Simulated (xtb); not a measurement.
Cl₂Lu, charge +1, singlet, from a rough starting geometry (GFN-xTB shapes and energies of metal compounds can be far from the true ones) (the multiplicity is a formal guess); GFN2-xTB (xtb).

xtb was given this input:
```
$ xtb mol.xyz --gfn 2 --chrg 1 --opt vtight --json

# file mol.xyz
3

Lu     0.62759999    -0.05115818     0.68360102
Cl     1.00449436     0.34528802    -1.41919396
Cl    -1.67511172    -0.31914956     0.68780538
```

Question: Predict the main parts of the log of this xtb run.

Answer: 
```
   ID    Z sym.   atoms
    1   71 Lu     1
    2   17 Cl     2, 3

           -------------------------------------------------
          |                Calculation Setup                |
           -------------------------------------------------

           -------------------------------------------------
          |                 G F N 2 - x T B                 |
           -------------------------------------------------

          ...................................................
          :                      SETUP                      :
          :.................................................:
          :  # basis functions                  30          :
          :  # atomic orbitals                  27          :
          :  # shells                            9          :
          :  # electrons                        16          :
          :  max. iterations                   250          :
          :  Hamiltonian                  GFN2-xTB          :
          :  restarted?                      false          :
          :  GBSA solvation                  false          :
          :  PC potential                    false          :
          :  electronic temp.          300.0000000     K    :
          :  accuracy                    1.0000000          :
          :  -> integral cutoff          0.2500000E+02      :
          :  -> integral neglect         0.1000000E-07      :
          :  -> SCF convergence          0.1000000E-05 Eh   :
          :  -> wf. convergence          0.1000000E-03 e    :
          :  Broyden damping             0.4000000          :
          :  net charge                          1          :
          :  unpaired electrons                  0          :
          ...................................................

 iter      E             dE          RMSdq      gap      omega  full diag
   1     10.6139203  0.106139E+02  0.700E+01    0.00       0.0  T
   2     -7.9160885 -0.185300E+02  0.331E+01   17.11       1.0  T
   3     -8.4164177 -0.500329E+00  0.283E+01   13.44       1.0  T
   4     -8.7209233 -0.304506E+00  0.276E+01   10.48       1.0  T
   5     -8.6760886  0.448347E-01  0.212E+01   11.26       1.0  T
   6      4.7499699  0.134261E+02  0.624E+01    0.06       1.0  T
   7     -4.3003435 -0.905031E+01  0.382E+01    0.07       1.0  T
   8     -3.4208168  0.879527E+00  0.415E+01    0.13       1.0  T
   9     -8.4602071 -0.503939E+01  0.155E+01    0.34       1.0  T
  10     -9.5916635 -0.113146E+01  0.839E+00    1.27       1.0  T
  11     -9.6158917 -0.242282E-01  0.816E+00    1.34       1.0  T
  12      0.6572954  0.102732E+02  0.516E+01    0.12       1.0  T
  13     -0.3666658 -0.102396E+01  0.492E+01    0.13       1.0  T
  14     -9.3822944 -0.901563E+01  0.101E+01    0.90       1.0  T
  15     -1.8628507  0.751944E+01  0.455E+01    0.16       1.0  T
  16     -8.7587340 -0.689588E+01  0.138E+01    0.46       1.0  T
  17     -7.9444220  0.814312E+00  0.180E+01    0.22       1.0  T
  18     -7.7811569  0.163265E+00  0.184E+01    0.18       1.0  T
  19     -7.6660145  0.115142E+00  0.191E+01    0.16       1.0  T
  20     -7.5002558  0.165759E+00  0.200E+01    0.14       1.0  T
  21     -7.5145375 -0.142817E-01  0.199E+01    0.14       1.0  T
  22     -1.4275258  0.608701E+01  0.478E+01    0.15       1.0  T
  23      1.6785674  0.310609E+01  0.538E+01    0.10       1.0  T
  24     -4.6979993 -0.637657E+01  0.345E+01    0.07       1.0  T
  25     -5.4812823 -0.783283E+00  0.305E+01    0.04       1.0  T
  26     -9.4093000 -0.392802E+01  0.864E+00    0.93       1.0  T
  27     -4.0802636  0.532904E+01  0.388E+01    0.08       1.0  T
  28     -8.8261950 -0.474593E+01  0.126E+01    0.49       1.0  T
  29     -8.2945372  0.531658E+00  0.161E+01    0.32       1.0  T
  30     -8.0804343  0.214103E+00  0.175E+01    0.27       1.0  T
  31     -9.2582032 -0.117777E+01  0.103E+01    0.80       1.0  T
  32     -9.6529345 -0.394731E+00  0.102E+01    1.56       1.0  T
[...]
         :: total energy              -9.699843908675 Eh    ::
 * total energy  :    -9.6998439 Eh     change       -0.2593374E-09 Eh
 * total energy  :    -9.7034398 Eh     change       -0.3595940E-02 Eh
 * total energy  :    -9.7037730 Eh     change       -0.3331251E-03 Eh
 * total energy  :    -9.7038072 Eh     change       -0.3419734E-04 Eh
 * total energy  :    -9.7038093 Eh     change       -0.2096700E-05 Eh
 * total energy  :    -9.7038134 Eh     change       -0.4087556E-05 Eh
 * total energy  :    -9.7038135 Eh     change       -0.1709632E-06 Eh
 * total energy  :    -9.7038137 Eh     change       -0.1543153E-06 Eh
 * total energy  :    -9.7038137 Eh     change       -0.2072866E-09 Eh
   *** GEOMETRY OPTIMIZATION CONVERGED AFTER 9 ITERATIONS ***
         :: total energy              -9.703813681395 Eh    ::
[...]
         :::::::::::::::::::::::::::::::::::::::::::::::::::::

           -------------------------------------------------
          |                Property Printout                |
           -------------------------------------------------

    * Orbital Energies and Occupations

         #    Occupation            Energy/Eh            Energy/eV
      -------------------------------------------------------------
         1        2.0000           -1.3004946             -35.3883
         2        2.0000           -1.2902547             -35.1096
         3        2.0000           -0.7301379             -19.8681
         4        2.0000           -0.6769470             -18.4207
         5        2.0000           -0.6590671             -17.9341
         6        2.0000           -0.6545165             -17.8103
         7        2.0000           -0.6430853             -17.4992
         8        2.0000           -0.6424806             -17.4828 (HOMO)
         9                         -0.5610560             -15.2671 (LUMO)
        10                         -0.5196627             -14.1407
        11                         -0.5182663             -14.1027
        12                         -0.5181525             -14.0996
        13                         -0.5088071             -13.8453
        14                         -0.5046756             -13.7329
        15                         -0.3464641              -9.4278
        16                         -0.1943707              -5.2891
        17                         -0.1926447              -5.2421
        18                         -0.1918087              -5.2194
        19                         -0.1917071              -5.2166
       ...                                ...                  ...
        27                          0.2006938               5.4612
      -------------------------------------------------------------
                  HL-Gap            0.0814246 Eh            2.2157 eV
             Fermi-level           -0.6017683 Eh          -16.3749 eV

     #   Z          covCN         q      C6AA      α(0)
     1  71 Lu       1.456     0.799   235.788    32.783
     2  17 Cl       0.728     0.101    95.967    14.984
     3  17 Cl       0.728     0.101    95.967    14.984

 Mol. C6AA /au·bohr⁶  :       1196.517043
 Mol. C8AA /au·bohr⁸  :     110010.306083
 Mol. α(0) /au        :         62.751029

Wiberg/Mayer (AO) data.
largest (>0.10) Wiberg bond orders for each atom

 ---------------------------------------------------------------------------
     #   Z sym  total        # sym  WBO       # sym  WBO       # sym  WBO
 ---------------------------------------------------------------------------
     1  71 Lu   2.884 --     2 Cl   1.442     3 Cl   1.442
     2  17 Cl   1.744 --     1 Lu   1.442     3 Cl   0.302
     3  17 Cl   1.744 --     1 Lu   1.442     2 Cl   0.302
 ---------------------------------------------------------------------------

Topologies differ in total number of bonds
Writing topology from bond orders to xtbtopo.mol

molecular dipole:
                 x           y           z       tot (Debye)
 q only:        0.800      -0.088       0.972
   full:        1.003      -0.106       1.219       4.021
molecular quadrupole (traceless):
                xx          xy          yy          xz          yz          zz
 q only:        1.142       0.324      -2.410       0.497      -0.609       1.269
  q+dip:        1.741       0.408      -3.970       1.503      -0.932       2.229
   full:        0.079      -0.298      -1.132       2.447      -0.113       1.053

optimized geometry written to: xtbopt.xyz

           -------------------------------------------------
          | TOTAL ENERGY               -9.703813681395 Eh   |
          | GRADIENT NORM               0.000001123371 Eh/α |
          | HOMO-LUMO GAP               2.215675460498 eV   |
           -------------------------------------------------

normal termination of xtb
```
